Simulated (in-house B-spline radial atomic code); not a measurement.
**The strontium ion Sr⁶⁺: [He] 2s1 2p6 3s2 3p6 3d10 4s2 4p3 (with a hole in an inner shell)**

Level of theory: Dirac-Hartree-Fock, average of configuration, Fermi nucleus of rms radius 4.224 fm; calculated with an all-electron radial atomic-structure program (B-spline basis).

Effective charges: Z_r = [3n² - l(l+1)]/(2<r>) from the radius, Z_e = n√(-2ε) from the energy, and Slater's rules. Values are occupation-weighted means over j. An effective charge above Z reflects the relativistic contraction of the inner shells.

```json
{"shell": "1s", "electrons": "2", "ε (eV)": "-16405", "<r> (bohr)": "0.03915", "Z_r": "38.32", "Z_e": "34.72", "Slater": "37.70"}
{"shell": "2s", "electrons": "1", "ε (eV)": "-2425.4", "<r> (bohr)": "0.1715", "Z_r": "34.98", "Z_e": "26.70", "Slater": "34.20"}
{"shell": "2p", "electrons": "6", "ε (eV)": "-2160.5", "<r> (bohr)": "0.149", "Z_r": "33.56", "Z_e": "25.20", "Slater": "34.20"}
{"shell": "3s", "electrons": "2", "ε (eV)": "-487.63", "<r> (bohr)": "0.4788", "Z_r": "28.20", "Z_e": "17.96", "Slater": "27.60"}
{"shell": "3p", "electrons": "6", "ε (eV)": "-403.47", "<r> (bohr)": "0.4826", "Z_r": "25.90", "Z_e": "16.34", "Slater": "27.60"}
{"shell": "3d", "electrons": "10", "ε (eV)": "-262.41", "<r> (bohr)": "0.4699", "Z_r": "22.35", "Z_e": "13.17", "Slater": "17.85"}
{"shell": "4s", "electrons": "2", "ε (eV)": "-130.52", "<r> (bohr)": "1.224", "Z_r": "19.61", "Z_e": "12.39", "Slater": "12.30"}
{"shell": "4p", "electrons": "3", "ε (eV)": "-107.98", "<r> (bohr)": "1.321", "Z_r": "17.41", "Z_e": "11.27", "Slater": "12.30"}
```

The least bound orbital is 4p3/2 at -107.4 eV, and it is also the most diffuse (<r> = 1.328 bohr). The part-filled 2s shell lies below the filled 4s shell in orbital energy.

Spin-orbit splittings of the orbital energies (j = l + 1/2 above j = l - 1/2 when positive): 2p 70.3 eV, 3p 11.71 eV, 3d 2.188 eV, 4p 1.75 eV.

For the 1s electron the small component carries 1.91 % of the norm, the zero-frequency Breit interaction raises the level by 27.47 eV, self-energy by 15.05 eV, and vacuum polarisation lowers it by 1.622 eV.
